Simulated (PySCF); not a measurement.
Compound: H8P4Si.
Bonds: P1–Si2, Si2–P3, Si2–P4, Si2–P5. Hydrogens: H6, H7 on P1; H8, H9 on P3; H10, H11 on P4; H12, H13 on P5.

Computed, not measured: PBE0-D3(BJ)/def2-SVP geometry optimisation, gas phase in PySCF.

(1) What internal coordinates does the optimisation give?

Answers

(1) 
| bond | length (bohr) | order |
| --- | --- | --- |
| P1–Si2 and 3 like bonds | 4.288 | single |
| P1–H6 and 7 like bonds | 2.702 | single |

Bonds in one row agree within 0.02 bohr and their mean is given. Orders are formal, as drawn. A selection of angles:
| angle | degrees |
| --- | --- |
| Si2–P1–H6 | 93.7 |
| H6–P1–H7 | 93.7 |
| P1–Si2–P3 | 105.4 |
| P1–Si2–P5 | 118.2 |
| P3–Si2–P4 | 111.0 |

All 4 P–Si bonds measure 2.268 to 2.270 Å. P1 (three-coordinate phosphorus) is pyramidal (angles 93.8°, 93.7° and 93.7°, sum 281.1°, 0.86 Å off the plane of its three neighbours). Si2 (four-coordinate silicon) is distorted tetrahedral (angles from 105.4° to 118.2°).

PBE0-D3(BJ)/def2-SVP frequencies: not computed here.

The run took 2.1 min of wall time on one thread, Arm Neoverse V1, on a shared host. These figures are those of the optimisation.

Shape of the structure used: `[PH2:1][Si:2]([PH2:3])([PH2:4])[PH2:5]`: H–P1–Si2–P3 -75°, H–P1–Si2–P3 -169°, H–P3–Si2–P1 -71°, H–P3–Si2–P1 -165°, H–P4–Si2–P1 -76°, H–P4–Si2–P1 -170°, H–P5–Si2–P1 49°, H–P5–Si2–P1 -45°.
